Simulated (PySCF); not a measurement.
C2H7BBrNO (SMILES CCOB(N)Br), singlet, geometry from GFN2-xTB, atoms displaced at random by about 0.03 Å a coordinate. Base run: PBE/STO-3G, gradient (PySCF).

PySCF was given this input:
```python
from pyscf import gto, scf, dft

mol = gto.M(
    atom='''
B     0.218758    0.295876    0.127792
Br   -0.885327   -0.595947    1.375069
O    -0.198626    0.366118   -1.184687
C     0.479990    0.977064   -2.287378
C     1.400932    0.030447   -2.791230
H    -0.340104    1.110883   -3.001668
H     0.948483    1.870005   -1.983270
H     1.046857   -0.968112   -3.132977
H     1.929329    0.486129   -3.757023
H     2.294433   -0.193943   -2.064014
N     1.456485    0.858250    0.636908
H     2.112344    1.336464    0.075423
H     1.702171    0.786509    1.547822
''',
    basis='sto-3g',
    charge=0,
    spin=0,
    verbose=3,
)

mf = dft.RKS(mol)
mf.xc = 'pbe'
mf.kernel()
g = mf.nuc_grad_method()
grad = g.kernel()
```

The coordinate followed is z of atom 7.

Each row names what was changed in the base input (with any setting that the change needs).

```csv
change,dE/dx (Eh/bohr),net force (Eh/bohr)
base,-0.005765,0.000295
finite difference step (bohr) = 0.05; conv_tol = 1e-11,-0.005708,-
conv_tol = 1e-11,-0.005765,0.000295
finite difference step (bohr) = 0.01; conv_tol = 1e-11,-0.005764,-
grids.level = 0; grid_response = off,-0.005741,0.014316
grids.level = 5; grid_response = off,-0.005765,0.000016
grids.level = 1; grid_response = on,-0.005698,0.000000
conv_tol = 1e-6,-0.005767,0.000295
finite difference step (bohr) = 1e-3; conv_tol = 1e-11,-0.005766,-
finite difference step (bohr) = 0.2; conv_tol = 1e-11,-0.004849,-
grids.level = 1; grid_response = off,-0.005775,0.000480
density fitting = on,-0.005766,0.000295
```

The net force is zero for an exact gradient.
